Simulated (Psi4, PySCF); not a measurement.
Torsional profile of SMILES CCCCBr (C4H9Br). Scanned: dihedral C2–C3–C4–Br5; all other coordinates were relaxed at GFN2-xTB. Points at φ and −φ are mirror images. Heavy atoms are numbered in the order of the SMILES CCCCBr, hydrogens after them in the order of the atoms that carry them; the mirror image has the same energies with the sign of each dihedral reversed.

RHF/LANL2DZ = restricted Hartree-Fock/LANL2DZ, with its core potentials past Ne // GFN2-xTB (PySCF); PBE/def2-TZVP // GFN2-xTB (Psi4); M06-2X/def2-TZVP // GFN2-xTB (Psi4).

Energies relative to the lowest point of each profile, in mEh:

```
φ / °  RHF/LANL2DZ  PBE/def2-TZVP
-----  -----------  -------------
-150           2.9            2.5
-120           5.8            5.1
-90            2.7            2.2
-60            1.5            0.5
-30            6.9            5.3
0             10.7            8.8
30             6.9            5.3
60             1.5            0.5
90             2.7            2.2
120            5.8            5.1
150            2.9            2.5
180            0.0            0.0
```

Task: What does M06-2X/def2-TZVP give at the same points?

Result: -150: 2.9; -120: 5.7; -90: 2.2; -60: 0.0; -30: 4.8; 0: 8.5; 30: 4.8; 60: 0.0; 90: 2.2; 120: 5.7; 150: 2.9; 180: 0.0 (mEh).
